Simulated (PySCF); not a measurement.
## Relaxation of singlet RhH5

These are results of PySCF, PBE0, basis Rh def2-TZVP with ECP28, H def2-TZVP (scalar-relativistic core potentials, no spin–orbit coupling, density fitting), not measurements. A (50,194) grid was used.

A start displaced from a saddle point along its imaginary mode, with no symmetry imposed:

```xyz
6
charge 0 multiplicity 1, angstrom
Rh    0.0000    0.0000    0.0000
H    -0.0668   -0.0563    1.6526
H     0.0668    0.0563   -1.6526
H     1.5092    0.0000   -0.0976
H    -0.7546    1.3070   -0.0224
H    -0.7546   -1.3070    0.1200
```

Optimiser trace:
```tsv
step	E − E(last) (kJ/mol)	largest gradient (Eh/bohr)
0	290.28	0.00952
1	280.88	0.01191
2	267.54	0.01379
3	250.90	0.01698
4	230.98	0.02379
5	206.65	0.03113
6	176.54	0.03639
7	140.47	0.03811
8	97.83	0.04357
9	50.94	0.04717
10	36.26	0.03973
11	19.05	0.01611
12	9.58	0.00958
13	6.85	0.00654
14	4.04	0.00583
15	2.14	0.00482
16	0.78	0.00583
17	0.38	0.00414
18	0.19	0.00178
19	0.08	0.00079
20	0.03	0.00062
21	0.01	0.00058
22	0.00	0.00027
```

It ends at C1 with H–H 0.813 Å, Rh–H 1.504 Å (×2), Rh–H 1.550 Å, Rh–H 1.784 Å, Rh–H 1.851 Å; H–H–Rh 72.5°, H–H–Rh 81.7°, H–Rh–H 25.8°, H–Rh–H 79.4°, H–Rh–H 79.7°, H–Rh–H 82.3°, H–Rh–H 82.6°, H–Rh–H 85.8°, H–Rh–H 102.2°, H–Rh–H 104.0°, H–Rh–H 158.0°, H–Rh–H 176.2° (after a last refinement on a finer grid). A frequency run shows a minimum. Other isomers or separated fragments may lie lower.
